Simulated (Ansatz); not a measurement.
Input file for CH5NOSi (`CO[Si]N`):

```yaml
crystal:
  periodic: [false, false, false]
  atoms:
    - {symbol: C, position_ang: [-0.039754, 0.509975, -1.632099]}
    - {symbol: O, position_ang: [0.194524, 0.268279, -0.265428]}
    - {symbol: Si, position_ang: [-0.650007, -0.865998, 0.604230]}
    - {symbol: N, position_ang: [0.126860, -0.617412, 2.101208]}
    - {symbol: H, position_ang: [-0.333492, 1.553216, -1.775211]}
    - {symbol: H, position_ang: [-0.832710, -0.132463, -2.035414]}
    - {symbol: H, position_ang: [0.876383, 0.326266, -2.199606]}
    - {symbol: H, position_ang: [-0.116784, -1.142713, 2.924571]}
    - {symbol: H, position_ang: [0.863479, 0.054350, 2.260648]}
basis:
  gaussian: {orbitals: def2-TZVPP}
correlation: {method: ccsd_t}
output: {orbitals: {seedname: orbitals}}
```

```sh
$ ansatz run in.yaml --threads 4 --pin off --events-out ev --progress --plain --max-ram 10444MiB
```

Log, shortened:

```
Functional definition: HF
1216 factors; integrals over basis functions are off by at most 1.1e-3 eV
mean field evaluation 1: about -12489.4190 eV, gradient 4.6e1 eV
mean field evaluation 2: about -12489.6313 eV, gradient 4.6e1 eV
mean field evaluation 4: about -12493.9864 eV, gradient 4.0e0 eV
mean field evaluation 8: about -12494.0566 eV, gradient 3.4e-1 eV
mean field -12494.05708907 eV, -459.1481292471 hartree, gradient 5.5e-6 eV, S^2 0.000000; 0 other end points of the search recorded, 0 dependent functions left out
8 core orbitals not correlated: weight in the atoms' cores, before any rotation towards them, 1.000 or more for the frozen orbitals, at most 0.000 for the correlated occupied ones
reference -12494.05708907 eV, -459.1481292471 hartree; 12, 12 occupied and 185, 185 virtual orbitals, 1216 factors
second order -19.80335169 eV of doubles, -0.00000000 eV of singles
cycle   1  -20.04946523 eV  change   -2.5e-1 eV  update   1.0e-1
cycle   2  -20.54969916 eV  change   -5.0e-1 eV  update   3.3e-2
cycle   3  -20.67577317 eV  change   -1.3e-1 eV  update   1.8e-2
cycle   4  -20.66130497 eV  change    1.4e-2 eV  update   4.3e-3
cycle   5  -20.65900822 eV  change    2.3e-3 eV  update   2.0e-3
cycle   6  -20.65972018 eV  change   -7.1e-4 eV  update   6.5e-4
cycle   7  -20.65929894 eV  change    4.2e-4 eV  update   2.5e-4
cycle   8  -20.65924468 eV  change    5.4e-5 eV  update   7.6e-5
cycle   9  -20.65927779 eV  change   -3.3e-5 eV  update   2.5e-5
cycle  10  -20.65927383 eV  change    4.0e-6 eV  update   8.2e-6
perturbative correction -0.81066972 eV, -0.0297915629 hartree
Total energy: -12515.52703262 eV, -459.9371351199 hartree
```

Hardware: 4 threads of an Arm Neoverse V2 on a shared host. Wall time 30 s, peak host memory 2.7 GiB.

The correlation energy is -21.470 eV, 3.8 % of it from (T); the T1 diagnostic reads 0.0134.
